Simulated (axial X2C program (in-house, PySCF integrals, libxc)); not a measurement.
# Which molecule has these constants?

All values come from calculations with an axial X2C code built on PySCF integrals, spin-free (one-electron X2C) or two-component (2c: spin–orbit coupling with atomic mean-field Coulomb and Gaunt terms, which also bring small scalar terms), in Dyall basis sets with cores contracted in-house; open shells are unrestricted.

A two-component PBE0 calculation in a Dyall 3-zeta basis gave Re = 2.014 Å, ωe = 636.0 cm⁻¹, dipole magnitude 2.45 D, Ω = 2.

Which molecule is it?
A. SnB
B. SnF
C. BeSn
D. SnC
E. LiSn

D. The others have BeSn 2.353 Å and 442.3 cm⁻¹ (Ω = 1); SnF 1.952 Å and 572.7 cm⁻¹ (Ω = 1/2); SnB 2.175 Å and 556.3 cm⁻¹ (Ω = 3/2); LiSn 2.585 Å and 363.2 cm⁻¹ (Ω = 3/2).

Each entry is the lowest single determinant of a limited PBE0 search at one distance. De goes to single-determinant-based atoms at the same level (for ions the charge split of lowest energy) and is withheld (n/a) where an atom does not fit its ground term or J level. Main or longest-lived isotopes. One determinant is a doubtful description, or other states lie close, for SnC, BeSn, SnB, LiSn; these need not be ground states, and all values refer to the states named. Some open-shell Ω = 0 determinants are out of reach, so the Ω given for SnC, BeSn need not be the lowest component. With several unpaired electrons the Ω given is that of one determinant, not necessarily of the lowest component. The functionals have no current term, which raises determinants with orbital currents.
